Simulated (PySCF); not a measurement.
Compound: C7H13N.
Z-matrix (Å and degrees, PBE0-D3(BJ)/def2-SVP geometry), rows numbered from 1:
```
C 
C   1  1.5173
C   2  1.5537  1  115.23
C   3  1.5339  2  102.08  1  -129.20
C   4  1.5454  3  108.59  2    74.95
C   5  1.5473  4  101.62  3   -73.72
C   2  1.5421  1  116.72  3  -118.37
N   7  1.4668  2   99.75  1   164.30
H   1  1.1018  2  111.60  3   174.35
H   1  1.1015  2  112.07  3    53.37
H   1  1.1010  2  110.65  3   -66.07
H   2  1.1010  1  108.64  3   121.86
H   3  1.0991  2  111.48  1   112.17
H   3  1.1010  2  112.51  1    -9.10
H   4  1.0993  3  114.42  2  -155.86
H   5  1.1013  4  110.76  3   167.51
H   5  1.1008  4  112.56  3    47.68
H   6  1.0995  5  113.44  4   123.05
H   6  1.1012  5  111.59  4  -116.42
H   7  1.0999  2  113.33  1   -75.21
H   8  1.0206  4  110.63  3   173.71
```

The closed-shell ground state was solved at several levels (PySCF, density fitting, gas phase, non-relativistic).

```tsv
level	basis functions	total energy (Eh)	HOMO (eV)	LUMO (eV)	gap (eV)	dipole (D)
PBE0/pcSseg-1	201	-328.8798	-6.71	1.19	7.90	1.09
wB97X-D/pcSseg-1	201	-329.1648	-8.61	3.01	11.62	1.14
```

Problem. What might B3LYP/def2-SVPD (264 basis functions) give for the same quantities?

Solution. Total energy -329.0967 Eh, HOMO -6.51 eV, LUMO 0.34 eV, gap 6.85 eV, dipole 1.10 D.

Problem. Over all these levels, which gives the widest orbital gap and which the narrowest?

Solution. wB97X-D/pcSseg-1 (range-separated hybrid) has the widest, 11.62 eV, and B3LYP/def2-SVPD (global hybrid, 20 % exact exchange) the narrowest, 6.85 eV. Functional and basis both differ between the two, so the spread mixes both effects.

Problem. How far do the dipole and the HOMO energy spread over the levels?

Solution. The dipole runs from 1.09 to 1.14 D (mean 1.11 D) and the HOMO from -8.61 to -6.51 eV.

wB97X-D is run here without its empirical dispersion term; that term would change no orbital, density or response property at a fixed geometry.
